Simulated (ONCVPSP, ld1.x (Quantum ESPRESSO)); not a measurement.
**Potentials for beryllium compared**

Generated with ld1.x 7.5 (TM, RRKJ, ultrasoft, PAW), atompaw 4.2 or ONCVPSP 4.0.1. The cutoff is in Ry: for ld1.x and atompaw files where the sum of valence levels is converged to 10 mRy in a Bessel basis, for ONCV files where the hardest occupied wave has 1 mHa per electron of residual kinetic energy. The error is the largest all-electron minus pseudo excitation energy over each file’s own four to seven test configurations (ionisations up to +4, promotions, holes and added fractions of an electron), all of which were solved. The labels leave out finer settings (local radius, basis sizes, second energies), which also bear on the numbers. Spin-polarised tests are not counted. The rows are a selection from randomly drawn settings: files with unsolved tests, undetermined cutoffs or missed reference levels are left out.

A true bound ghost makes a file unfit for plane-wave use even where its test errors are small: the radial tests pick states by their node count and pass the ghost by.

| potential | cutoff (Ry) | largest error (meV) | bound ghosts |
| --- | --- | --- | --- |
| ONCV, LDA (Perdew-Zunger), scalar-relativistic, rc 1.75/1.65 (sp), local smoothed, core correction yes, reference 2s1, qcut 4.3/4, projectors 2/2 | 13 | +14 | none |
| ONCV, PBE, fully relativistic, rc 0.40/0.40 (sp), local smoothed, core correction no, reference 1s2, qcut 35.8/19.6, projectors 2/2 | 636 | +34 | s |
| ONCV, LDA (Perdew-Wang 92), scalar-relativistic, rc 0.80/0.65/0.70 (spd), local smoothed, core correction no, reference 1s2 2s2, qcut 12.7/10/14.2, projectors 2/1/2 | 145 | +5.2 | none |
| RRKJ, LDA (PZ), scalar-relativistic, rc 1.80/4.05 (sp), local s, core correction yes, reference 2s2 2p0 | 10 | -195 | none |

Fill in the row for Be: TM, LDA (PZ), scalar-relativistic, rc 2.20/4.20/4.55 (spd), local smoothed, core correction yes, reference 2s2 2p0.

cutoff 8 Ry, largest error -169 meV, bound ghosts: none.
